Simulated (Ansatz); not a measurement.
H2B (SMILES [BH2]), doublet, at a GFN2-xTB geometry; CAM-B3LYP/cc-pVDZ (Ansatz, a quantum-chemistry and plane-wave program).

Input for Ansatz:
Ansatz 0.2 input:
```yaml
crystal:
  periodic: [false, false, false]
  atoms:
    - {symbol: B, position_ang: [0.00271313, 0.14407631, 0.00733080]}
    - {symbol: H, position_ang: [-1.04992817, -0.34152947, 0.00097932]}
    - {symbol: H, position_ang: [1.03636254, -0.37885211, -0.03763330]}
basis:
  gaussian:
    orbitals: cc-pVDZ
hamiltonian:
  xc: cam_b3lyp
magnetization: {spin_polarized: true, initial_magnetization: 1}
```

Task: Predict the main parts of the log of this Ansatz run.

Result: 
```
Functional definition: CAM-B3LYP
219 factors; integrals over basis functions are off by at most 1.1e-3 eV
88 factors; integrals over basis functions are off by at most 9.5e-6 eV
mean field evaluation 1: about -704.6778 eV, gradient 4.6e0 eV
mean field evaluation 2: about -704.8683 eV, gradient 1.1e0 eV
mean field evaluation 4: about -704.8846 eV, gradient 9.9e-2 eV
mean field evaluation 8: about -704.8844 eV, gradient 8.9e-4 eV
mean field evaluation 16: about -704.8844 eV, gradient 2.2e-5 eV
mean field -704.88438387 eV, -25.9040233194 hartree, gradient 2.2e-5 eV, S^2 0.751210; 1 other end points of the search recorded, 0 dependent functions left out
reference -704.88446214 eV, -25.9040261960 hartree; 4, 3 occupied and 20, 21 virtual orbitals, 219 factors
Total energy: -704.88446214 eV, -25.9040261960 hartree
```
